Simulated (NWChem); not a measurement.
Species: B2HO2 cation; SMILES O=BB=[OH+]

```xyz
5

O      0.0017    -2.1615     0.0000
B     -0.0039    -0.9534     0.0000
B     -0.0032     0.6967     0.0000
O      0.0013     1.9281     0.0000
H      0.0074     2.9086     0.0000
```
Atoms are numbered in this order, from 1.

Results from NWChem. Pople sets run with spherical d functions. Coordinates come from a PBE-D3(BJ)/def2-SVP optimisation. Vzz is the largest principal value of the second derivative of the potential at the nucleus (NWChem prints the opposite sign); η is the asymmetry. Non-relativistic.

For level PBE/def2-TZVP:

| Item | Result |
|---|---|
| Vzz O1 (a.u.) | -0.873 |
| Vzz B2 (a.u.) | -0.297 |
| Vzz B3 (a.u.) | -0.429 |
| Vzz O4 (a.u.) | 1.087 |

**Question.** How do the values read with level PBE0/6-31G* instead?

**Answer.** The vzz O1 (a.u.) comes out as -0.661 and the vzz B2 (a.u.) comes out as -0.254. The vzz B3 (a.u.) is -0.400 and the vzz O4 (a.u.) is 1.182.
